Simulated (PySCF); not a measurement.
Computed IR spectrum (relative IR intensity) of a molecule CH₇GeNOSi. Geometry optimised at PBE-D3(BJ)/def2-SVP. The values are those of a single conformer. Computed with PBE-D3(BJ)/def2-SVP in PySCF. Frequencies are harmonic and unscaled.

```
ν (cm⁻¹)  relative intensity
--------  ------------------
138                      2.5
155                       49
190                      6.8
368                       32
389                       25
424                      4.6
554                       13
612                       32
639                       22
658                       95
703                       50
730                      2.9
779                      6.8
799                       47
889                       33
963                       79
1051                      11
1114                     9.0
1282                      18
1432                     2.0
2016                     100
2098                      94
2112                      91
2929                      34
2979                      16
3501                     4.9
3735                      38
```

Task: Which structure fits?
(A) N[Si@H]1O[CH2][GeH2]1
(B) [CH2]1N[SiH2][O][GeH2]1
(C) [CH3][Ge@H]1[NH][SiH2][O]1
(D) [OH][Ge@@H]1[CH2]N[SiH2]1

Result: D, [OH][Ge@@H]1[CH2]N[SiH2]1
